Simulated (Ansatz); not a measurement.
Basis sets compared for [RuO3N]- (RuNO3⁻). Total charge -1; singlet. Geometry PBE-D4/def2-SVPD. Ansatz on 4 threads of Arm Neoverse V2 on a shared host; times are rough, and most runs start from earlier orbitals.

Cartesian coordinates in Å:
```
Ru 0.000 -0.002 0.000
O -1.668 -0.271 0.437
O 0.317 -0.619 -1.601
O 1.063 -0.751 1.163
N 0.289 1.643 0.001
```

In the def2 sets Ru takes a core potential; there is no spin–orbit coupling. The restricted singlet is unstable towards broken spin symmetry in Hartree–Fock (as tested in another run); at PBE-D4/def2-SVPD, PBE-D4/def2-TZVPD, PBE0-D4/def2-SVPD, PBE0-D4/def2-TZVPD this wasn't settled.

```tsv
level	functions	energy (Eh)	HOMO (eV)	LUMO (eV)	wall time
PBE-D4/def2-SVPD	123	-374.9623	-1.65	1.02	0.95 s
PBE0-D4/def2-SVPD	123	-374.8058	-3.12	1.51	1.2 s
```

Task: Estimate the rows for PBE-D4/def2-TZVPD, PBE0-D4/def2-TZVPD.

Result: 
```json
{"level": "PBE-D4/def2-TZVPD", "functions": "197", "energy (Eh)": "-375.3090", "HOMO (eV)": "-1.57", "LUMO (eV)": "1.11", "wall time": "1.6 s"}
{"level": "PBE0-D4/def2-TZVPD", "functions": "197", "energy (Eh)": "-375.1560", "HOMO (eV)": "-3.03", "LUMO (eV)": "1.63", "wall time": "2.1 s"}
```
